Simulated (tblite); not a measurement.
C₆H₇FO₂ (charge -1 and doublet state).
Numbering: `[CH3:1][C@@H:2]1[C:3]([O-:4])[CH2:5][C:6](=[O:7])[C@H:8]1[F:9]` (hydrogens: H10, H11, H12 on C1; H13 on C2; H14, H15 on C5; H16 on C8)

Geometry (GFN2-xTB, Å), atoms numbered from 1 in this order:
```
atom  x, y, z in Å
C1     1.9285   -0.5886   -0.0829
C2     0.4845   -0.4490    0.3750
C3    -0.5423   -0.7907   -0.7192
O4    -0.2658   -1.2727   -1.8330
C5    -1.8592   -0.2313   -0.2631
C6    -1.2229    1.1303   -0.1441
O7    -1.5441    2.1688   -0.7679
C8     0.0560    0.9815    0.6584
F9    -0.1536    1.2024    2.0605
H10    2.1297   -1.6241   -0.3508
H11    2.6208   -0.2805    0.7013
H12    2.0918    0.0240   -0.9669
H13    0.3148   -1.0774    1.2633
H14   -2.2153   -0.6450    0.6903
H15   -2.6386   -0.2683   -1.0199
H16    0.8079    1.7292    0.3875
```

Level: GFN2-xTB in tblite, geometry and Hessian alike; calculated harmonic values, unscaled, isolated species. This tight-binding method is rough: wavenumbers can miss measured ones by several per cent, in bad cases by 10 to 20. One conformer, not necessarily the lowest. Open shells enter through the occupations alone, without spin polarisation, and single modes of such species can be off by tens of per cent.

Harmonic wavenumbers (cm⁻¹): 50.5, 114.9, 161.3, 217.1, 220.8, 280.5, 357.6, 420.2, 440.6, 495.1, 520.3, 558.4, 587.3, 757.5, 799.8, 838.7, 954.1, 957.3, 998.8, 1031.5, 1077.9, 1116.4, 1131.4, 1140.7, 1158.4, 1201.6, 1215.3, 1264.1, 1320.2, 1395.4, 1444.7, 1490.8, 1505.7, 1569.2, 1670.9, 2813.8, 2829.9, 2933.6, 2988.1, 3022.3, 3026.2, 3034.5.

A = 2018, B = 1696, C = 1142 MHz; mass 130.043 u (most abundant isotopes); point group C1, symmetry number 1; spin multiplicity 2.

Q: Zero-point energy?

A: Half the sum of the wavenumbers: 25557 cm⁻¹ = 73.07 kcal/mol.

Q: Entropy at 298.15 K, 1 bar (ideal gas, RRHO, classical rotation)?

A: Translation 40.53, rotation 28.80, vibration 22.63, spin (R ln 2) 1.38: S = 93.3 cal/(mol K).

Q: And Cp and H(298.15 K) − H(0)?

A: Cp = 34.10 cal/(mol K), of which vibrations give 26.15 (their classical limit is 42 R = 83.5); H(298.15 K) − H(0) = 6.12 kcal/mol without the zero-point energy, 3.75 from vibrations.

Q: Blend soft modes into free rotors: weight 1/[1 + (100 cm⁻¹/ν̃)⁴] for the oscillator and the rest for a rotor with moment μB/(μ + B), μ = h/(8π²ν), B = 10⁻⁴⁴ kg m². What vibrational entropy results?

A: 21.28 cal/(mol K) in place of 22.63, which changes −T·S at 298.15 K by +0.40 kcal/mol.

Q: Which modes carry the vibrational entropy at 298.15 K?

A: 50.5 cm⁻¹: 4.80; 114.9 cm⁻¹: 3.18; 161.3 cm⁻¹: 2.53; 217.1 cm⁻¹: 1.98; 220.8 cm⁻¹: 1.95; 280.5 cm⁻¹: 1.53 cal/(mol K); the other 36 give 6.65 together.

Hindered rotation and anharmonicity are outside this model. Other conformers, if any are populated, would add a mixing term that is left out. The structure is chiral; the term R ln 2 for an equal mix with its mirror image is left out.

On Arm Neoverse V1, one thread, shared host, this took 0.52 s wall. This covers the Hessian and the dipole derivatives.
